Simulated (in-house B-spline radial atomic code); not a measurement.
Results of a calculation; reference values are marked as such.
Two electrons in InAs: a spherical dot of radius 94.1 nm with hard walls with an ionised donor at its centre

For InAs the NSM archive of the Ioffe Institute lists m* = 0.023 m0 and ε = 15.15. Real donors also feel a central-cell potential, which shifts the ground state. In so narrow a gap the band flattens within tens of meV, so real spacings are smaller, by up to some tenths.

Effective-mass model with parabolic bands, a uniform dielectric constant, no image charges, no central-cell or spin-orbit terms. Two-electron levels come from full CI in B-splines with partial waves to l = 5 (up to 0.001 effective hartree above the limit).

Problem. What are the effective units, and what is the potential in them?

Solution. Ha* = 27211.386 meV × 0.023/15.15² = 2.727 meV and a* = 0.0529177 nm × 15.15/0.023 = 34.86 nm. The radius is R = 2.7 a*, with −1/r added.

In these units the lowest s and p orbitals lie at -0.3794 and 0.6762, and their Coulomb and exchange integrals are J_ss = 0.8403, J_sp = 0.6615 and K_sp = 0.1212. Full CI gives 0.0035 for the ground singlet, 0.8200 for the sp triplet, 1.0209 for the sp singlet and 1.7055 for the lowest triplet of two s orbitals.

Problem. What does it cost to add the second electron, to first order and exactly?

Solution. To first order E = 2ε_s + J_ss = 0.0816, so the charging energy E(2) − 2E(1) is J_ss = 2.291 meV. CI gives 0.0035 − 2 × (-0.3794) = 0.7623, or 2.079 meV: relaxation and correlation lower it by 0.2129 meV, 9.3 % of J_ss. The s² configuration of one-electron orbitals holds 97.0 % of the state, and the mean radius is 40.8 nm.

Problem. How far above the singlet do the triplets lie?

Solution. To first order the sp triplet lies at ε_s + ε_p + J_sp − K_sp = 0.8372, which is 2.06 meV above 2ε_s + J_ss. CI gives 0.8200 − (0.0035) = 0.8165, or 2.226 meV, 77 % of the orbital spacing of 2.878 meV. The ss triplet lies 4.641 meV up, so the lower of the two is the sp one, and its gap equals k_BT at 25.8 K. The sp singlet-triplet splitting is 0.5477 meV, against 2K_sp = 0.6608 meV.
